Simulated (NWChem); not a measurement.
**Correlation energy of H4AsSi**

SMILES: [SiH3][AsH]
```xyz
6

Si    -1.4415    -0.5646     0.0448
As     0.7455     0.3405    -0.0258
H     -1.6489    -1.3550     1.2985
H     -2.4329     0.5523     0.0081
H     -1.6806    -1.4619    -1.1289
H      1.3421    -1.0680     0.0454
```
Charge 0, spin multiplicity 2.

The numbers come from NWChem runs, not from measurements. Structure: optimised with UPBE0/def2-SVP, a minimum by its harmonic frequencies.

Basis set: def2-SVP. Each correlation energy counts from its own Hartree-Fock reference.

The Hamiltonian is non-relativistic. The correlated methods keep 14 core orbitals frozen. The structure started from a generated list of species. No SCF solution was tested for a lower state. Open-shell Hartree-Fock references start from PBE0 orbitals. Coupled-cluster values serve here as a point of comparison, not as the truth.

Q: For the correlation energy, UMP2 gives -320.0 mHa and SCS-UMP2 gives -314.9 mHa. What do CCSD on UHF, CCSD[T] on UHF, CCSD(T) on UHF give?

A: CCSD on UHF: -352.8 mHa; CCSD[T] on UHF: -362.4 mHa; CCSD(T) on UHF: -361.9 mHa.
